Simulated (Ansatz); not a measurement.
Start from `F[Si]([SiH3])([SiH3])Cl` and change one atom or group to get `OB[Si](F)([SiH3])Cl`.

Ansatz, PBE0-D4/def2-TZVP geometries, multiplicity 1. Each molecule was computed in one conformer, which needn't be the lowest.

| property | `F[Si]([SiH3])([SiH3])Cl` |
| --- | --- |
| HOMO energy (ωB97M-V/def2-TZVPP) / eV | -9.74 |
| LUMO energy (B3LYP/def2-TZVPP) / eV | -1.14 |
| LUMO energy (PBE0/def2-TZVPP) / eV | -1.00 |
| HOMO energy (B3LYP/def2-TZVPP) / eV | -7.60 |
| LUMO energy (ωB97M-V/def2-TZVPP) / eV | 0.78 |
| HOMO–LUMO gap (B3LYP/def2-TZVPP) / eV | 6.47 |

(1) Give the same properties after the change, and the shifts. (An estimate is asked.)

Results:

(1) Ansatz gave: 
| property | `OB[Si](F)([SiH3])Cl` | shift |
| --- | --- | --- |
| HOMO energy (ωB97M-V/def2-TZVPP) / eV | -9.57 | 0.17 |
| LUMO energy (B3LYP/def2-TZVPP) / eV | -1.82 | -0.68 |
| LUMO energy (PBE0/def2-TZVPP) / eV | -1.63 | -0.63 |
| HOMO energy (B3LYP/def2-TZVPP) / eV | -7.36 | 0.24 |
| LUMO energy (ωB97M-V/def2-TZVPP) / eV | 0.34 | -0.44 |
| HOMO–LUMO gap (B3LYP/def2-TZVPP) / eV | 5.54 | -0.93 |

With PBE0 the HOMO rises by 0.25 eV and the LUMO falls by 0.63 eV, so the gap narrows by about 0.88 eV. PBE moves the HOMO by 0.32 eV and ωB97M-V by 0.17 eV.

B3LYP here is the variant with VWN-RPA as its local correlation; programs differ in this.
